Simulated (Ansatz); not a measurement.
`C[SiH](F)N[SiH2]O` + `[OH][GeH2][NH][SiH](O)O` → `C[SiH](F)N[SiH](O)O` + `O[SiH](O)[NH][GeH3]`  (redistribution)

Program: Ansatz. Geometries: PBE0-D4/def2-TZVP. ΔE: electronic, gas phase. CCSD(T)/CBS is the MP2 limit (def2-TZVPP, def2-QZVPP) plus CCSD(T) − MP2 in def2-TZVPP, frozen cores. Functionals use def2-TZVPP. For Ge outer-core shells are correlated without core-valence functions, which leaves a few kJ/mol of doubt a bond. Scalar relativity is left out up to krypton. Each species was taken in one conformer, which may not be the lowest.

```json
{"level": "ωB97M-V", "ΔE (kJ/mol)": "-67.1"}
{"level": "PBE", "ΔE (kJ/mol)": "-62.2"}
{"level": "SCS-MP2/def2-TZVPP", "ΔE (kJ/mol)": "-62.4"}
{"level": "CCSD(T)/def2-TZVPP", "ΔE (kJ/mol)": "-64.0"}
```

Problem. What does CCSD(T)/CBS give? (Best estimate.)

Solution. Ansatz gave: -66.6 kJ/mol. The listed levels differ from it by -0.5, 4.4, 4.2, 2.6 kJ/mol.

Largest T1 diagnostic among the species: 0.012.

From PBE to PBE0 (25 % exact exchange), in def2-TZVPP and without D4, ΔE moves by −5.1 kJ/mol. The D4 term adds +3.0 kJ/mol with B3LYP and +1.7 kJ/mol with PBE0; it sums over pairs of atoms, weighted by their polarisabilities, and B3LYP, whose exchange is more repulsive, gets the larger term.

B3LYP here is the variant with VWN-RPA as its local correlation; programs differ in this.
